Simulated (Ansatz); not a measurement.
Basis sets compared for the cluster Be₂O₃⁻. Total charge -1; doublet. Geometry r2SCAN-D4/def2-TZVPD. Ansatz on 4 threads of Arm Neoverse V2 on a shared host; times are rough, and most runs start from earlier orbitals.

Cartesian coordinates in Å:
```
Be 1.203 0.784 0.036
Be -1.202 -0.785 -0.036
O 2.397 1.565 0.073
O -2.399 -1.562 -0.070
O 0.001 -0.002 -0.003
```

B3LYP takes the VWN-RPA correlation. The structure comes from a short search, and lower isomers may exist.

```tsv
level	functions	energy (Eh)	HOMO (eV)	LUMO (eV)	wall time
PBE-D4/def2-SVPD	93	-254.8909	-1.35	-1.17	6 s
B3LYP-D4/6-31G	45	-255.3141	-0.88	0.08	5.5 s
PBE0-D4/def2-SVPD	93	-254.8622	-1.47	-0.48	5.5 s
```

Q: Estimate the rows for PBE-D4/def2-TZVPD, B3LYP-D4/def2-TZVPD, PBE0-D4/def2-TZVPD.

A: 
| level | functions | energy (Eh) | HOMO (eV) | LUMO (eV) | wall time |
| --- | --- | --- | --- | --- | --- |
| PBE-D4/def2-TZVPD | 164 | -255.1742 | -1.30 | -1.09 | 9.5 s |
| B3LYP-D4/def2-TZVPD | 164 | -255.4801 | -1.45 | -0.63 | 11 s |
| PBE0-D4/def2-TZVPD | 164 | -255.1478 | -1.35 | -0.38 | 9 s |
